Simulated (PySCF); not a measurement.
**Working out the ionisation energy of Zn⁺**

Zn⁺ [Ar] 3d10 4s1 (2S) → Zn²⁺ [Ar] 3d10 (1S). Calculation: PySCF 2.14, in dyall-av2z; no relativity, point nucleus. Frozen: [Ar]; the 34 highest virtual orbitals dropped. Energies in hartree (1 hartree = 27.21139 eV):

```tsv
part	Zn⁺ (lower)	Zn²⁺ (upper)
UHF	-1777.538701	-1776.929122
MP2 opposite-spin	-0.257334	-0.238742
MP2 same-spin	-0.151982	-0.138975
```

What does Hartree-Fock give?

(-1776.929122) − (-1777.538701) = 0.609579 hartree = 16.587 eV.

What do MP2 and SCS-MP2 (6/5 opposite-spin, 1/3 same-spin) give?

The opposite-spin parts differ by 0.506 eV and the same-spin parts by 0.354 eV. MP2: 16.587 + (0.506) + (0.354) = 17.447 eV. SCS-MP2: 16.587 + 1.2 × (0.506) + (0.354)/3 = 17.312 eV.

Measured between the centres of the two terms (NIST): 17.964 eV, so MP2 (valence) is off by -0.517 eV.

The calculation is non-relativistic.

A double-zeta basis recovers only part of the correlation energy.

What remains against the reference includes basis incompleteness, the frozen core and correlation beyond second order.
